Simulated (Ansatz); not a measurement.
Two structures of SiN$_{2}$H$_{6}$O, closed shell, reached by relaxing down either side of one saddle point (PBE0-D4/def2-TZVP). Energies are electronic, without zero-point energy. Program: Ansatz 0.2.0. Basis: def2-TZVPP and def2-QZVPP. Cores are frozen in the correlated methods. Extrapolation: Hartree–Fock as exp(−7.88 √X), correlation as X^−2.97. First:

Si1  (0.378, 0.013, -0.990)
O2  (-0.227, -1.543, -0.629)
H3  (-1.331, 0.044, 0.910)
N4  (1.517, 0.158, 0.337)
N5  (-1.136, 0.774, 0.229)
H6  (-0.467, -2.036, -1.413)
H7  (2.392, 0.623, 0.153)
H8  (1.657, -0.632, 0.953)
H9  (-1.993, 1.002, -0.264)
H10  (-0.791, 1.596, 0.713)
(Å)

Second:

Si1  (0.650, 1.620, -0.532)
O2  (-0.722, -1.801, 0.073)
H3  (-0.927, -1.007, -0.439)
N4  (1.569, 0.350, 0.148)
N5  (-0.921, 1.163, 0.039)
H6  (-0.601, -2.503, -0.570)
H7  (2.566, 0.308, 0.017)
H8  (1.195, -0.485, 0.580)
H9  (-1.708, 1.757, -0.173)
H10  (-1.101, 0.597, 0.858)
(Å)

Which bonds change from the first to the second?

SiN₂H₆O ([NH2][Si]([NH3])[OH]) → SiN₂H₄ ([NH2][Si][NH2]) + H₂O; bonds formed: O2–H3; dative contacts that become bonds: Si1–N5; bonds broken: Si1–O2, H3–N5.

Give the saddle point's structure and its height above each. (To be estimated.)

Computed: 1.084 eV above the first and 0.571 eV above the second (CCSD(T) at an estimated basis limit (MP2 extrapolated from triple and quadruple zeta, plus CCSD(T) − MP2 in triple zeta)).
```
10
angstrom
Si 0.3748 0.2696 -0.9599
O -0.4252 -1.4494 -0.4130
H -1.0863 -0.6385 0.0913
N 1.6112 0.3570 0.2519
N -1.0593 0.7116 0.1943
H -0.8625 -1.9150 -1.1315
H 2.5691 0.3071 -0.0562
H 1.5199 -0.0191 1.1857
H -1.8246 1.2161 -0.2318
H -0.8169 1.1607 1.0692
```

The search had been set up for a 1,1-elimination (forming O2–H3, breaking Si1–O2, Si1–H3); from that guess it ended on this step instead.

T1 diagnostic: at most 0.013.

Labels in which every atom is bracketed show which atoms are joined, not bond orders.

For scale, one of the runs: CCSD(T)/def2-TZVPP, 219 basis functions, launched by `ansatz run in.yaml --threads 4 --pin off --events-out ev --progress --plain --max-ram 9574MiB`. The run took 55 s on 4 CPU threads of an Arm Neoverse V2 (shared host), with 3.4 GiB of host memory at its peak.
